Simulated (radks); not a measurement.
Results of a calculation; reference values are marked as such.
Valence configurations of the iodine ion I3+ (all share [Kr]). Level of theory: Dirac Kohn-Sham, PBE, spin-unpolarised, spherical densities, finite nucleus; open shells fill j = l - 1/2 first; Fermi nuclear charge, rms radius 4.75 fm (a radial shooting solver on a logarithmic mesh with Libxc functionals). Order these by energy: 4d9.5 5s2 5p2.5; 4d10 5s2 5p2; 4d10 5s1 5p3; 4d9 5s2 5p3; 4d8 5s2 5p4; 4d9 5s1 5p4; 4d9 5s0.5 5p4.5; 4d10 5p4; 4d10 5s1.5 5p2.5; 4d8 5p6.

Answer. From the lowest, in eV above it: 4d10 5s2 5p2 0.000; 4d10 5s1.5 5p2.5 6.297; 4d10 5s1 5p3 12.627; 4d9.5 5s2 5p2.5 24.448; 4d10 5p4 25.380; 4d9 5s2 5p3 50.199; 4d9 5s1 5p4 63.517; 4d9 5s0.5 5p4.5 70.221; 4d8 5s2 5p4 105.63; 4d8 5p6 133.73. NIST lists [Kr] 4d10 5s2 5p2 as the ground configuration; this level of theory agrees among the configurations tried. The energies are those of spherical spin-averaged densities, not of single terms.
